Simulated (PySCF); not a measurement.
# Spinor energies of Ti⁵⁺ (titanium, charge +5)

Start: [Ne] 3s2 3p5; 3p1/2 filled at m_j = -1/2, +1/2; 3p3/2 filled at m_j = -1/2, +1/2, +3/2. Calculated with PySCF 2.14 in an even-tempered Gaussian basis (21 s from 0.2 bohr⁻², ratio 2.4; 14 p from 0.26 bohr⁻², ratio 2.4; 5 d from 2.5 bohr⁻², ratio 2.6; 5 f from 3.7 bohr⁻², ratio 2.6): generalised Hartree-Fock with the X2C-1e Hamiltonian and a Gaussian nucleus; one run each with spin-orbit coupling (SO) switched off, then screened by Boettger's factors.

| spinor shell | electrons | ε, spin-free (eV) | ε, screened SO (eV) | weight of nominal j (screened SO) | rms radius, screened SO (bohr) |
| --- | --- | --- | --- | --- | --- |
| 1s1/2 | 2 | -5099.8 | -5099.8 | 1.000 | 0.0804 |
| 2s1/2 | 2 | -671.06 | -671.01 | 1.000 | 0.350 |
| 2p1/2 | 2 | -566.68 | -571.04 | 0.997 | 0.318 |
| 2p3/2 | 4 | -566.68 | -564.47 | 0.998 | 0.320 |
| 3s1/2 | 2 | -150.55 | -150.53 | 1.000 | 1.02 |
| 3p1/2 | 2 | -120.59 | -121.52 | 0.691 | 1.07 |
| 3p3/2 | 3 | -120.59 | -120.03 | 0.794 | 1.08 |

```csv
quantity,spin-free,screened SO
E (hartree),-845.93115,-845.94732
M_J,3/2,3/2
⟨J²⟩,3.754,3.754
⟨L²⟩,2.003,2.003
⟨S²⟩,0.751,0.751
```

Each row is a mean over spinors that exchange with the open shell spreads, by up to 5.699 eV (3s1/2).

Rows whose weight is well below 1 are mixtures of j = l ± 1/2: exchange outweighs spin-orbit coupling there, and the label is only the starting occupation.

Without spin-orbit coupling the j labels of p, d and f shells carry no meaning; the spin-free column gives the mean over the occupied spinors of each nl shell.
